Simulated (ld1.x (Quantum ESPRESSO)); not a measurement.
**ruthenium (Ru), TM: configuration errors across variants**

ruthenium, norm-conserving Troullier–Martins (Kleinman–Bylander form), made with ld1.x (Quantum ESPRESSO) 7.5 (LDA (PZ), scalar-relativistic). Core [Ar] 3d10 4s2, reference 4p6 4d7 5s1 5p0. Waves: 5s (bound): rc 2.85 bohr; 4d (bound): rc 1.90 bohr; 4p (bound): rc 1.90 bohr. Local part: the p channel. Core correction: none.

All-electron excitation energies from the reference (eV): (1) 4p6 4d7 5s0 5p0 7.613; (2) 4p6 4d6 5s0 5p0 26.051; (3) 4p6 4d5 5s0 5p0 56.899; (4) 4p6 4d4 5s0 5p0 101.612; (5) 4p5 4d7 5s1 5p0 52.514; (6) 4p6 4d8 5s0 5p0 -0.267; (7) 4p6 4d7 5s0 5p1 3.585; (8) 4p6 4d7 5s1 5p0 spin -1.649; (9) 4p6 4d7 5s0 5p0 spin 6.365.

Spin tests fill each open shell by Hund’s rule, majority spin first.

A true bound ghost makes a file unfit for plane-wave use even where its test errors are small: the radial tests pick states by their node count and pass the ghost by.

Errors AE − PS in meV (a dash: test not solved or not reliable):

| change | (1) | (2) | (3) | (4) | (5) | (6) | (7) | (8) | (9) | bound ghosts |
| --- | --- | --- | --- | --- | --- | --- | --- | --- | --- | --- |
| base | -8.9 | +16 | +79 | +195 | -86 | -11 | +98 | +206 | +188 | s |
| all radii scaled by about 0.75 (s 2.14, p 1.42, d 1.42 bohr) | -7.9 | +11 | +46 | +97 | -68 | -13 | +26 | +193 | +177 | s |
| all radii scaled by about 0.91 (s 2.58, p 1.72, d 1.72 bohr) | -9.9 | +18 | +80 | +183 | -73 | -15 | +74 | +201 | +182 | s |
| all radii scaled by about 0.96 (s 2.72, p 1.82, d 1.82 bohr) | -9.5 | +18 | +82 | +194 | -79 | -14 | +87 | +203 | +185 | s |
| all radii scaled by about 1.04 (s 2.98, p 1.98, d 1.98 bohr) | -8.1 | +11 | +67 | +182 | -94 | -7.4 | +103 | +209 | +192 | s |
| all radii scaled by about 1.10 (s 3.14, p 2.08, d 2.08 bohr) | -7.4 | +1.2 | +44 | +149 | -105 | -2.6 | +98 | +213 | +195 | s |
| all radii scaled by about 1.17 (s 3.32, p 2.22, d 2.22 bohr) | -6.9 | -14 | +7.4 | +98 | -118 | +3.3 | +80 | +216 | +198 | s |
| all radii scaled by about 1.25 (s 3.58, p 2.38, d 2.38 bohr) | -7.4 | -50 | -78 | -19 | -142 | +15 | +19 | +220 | +199 | s |
| all radii scaled by about 1.33 (s 3.80, p 2.52, d 2.52 bohr) | -10 | -98 | -185 | -166 | -156 | +29 | -50 | +223 | +195 | s |
| all radii scaled by about 1.39 (s 3.96, p 2.64, d 2.64 bohr) | -12 | -129 | -248 | -221 | -182 | +34 | -141 | +223 | +191 | s |

(1) Give the same row for: all radii scaled by about 0.82 (s 2.34, p 1.56, d 1.56 bohr).

Results:

(1) -9.4, +15, +64, +141, -66, -15, +46, +197, +179; bound ghosts: s.
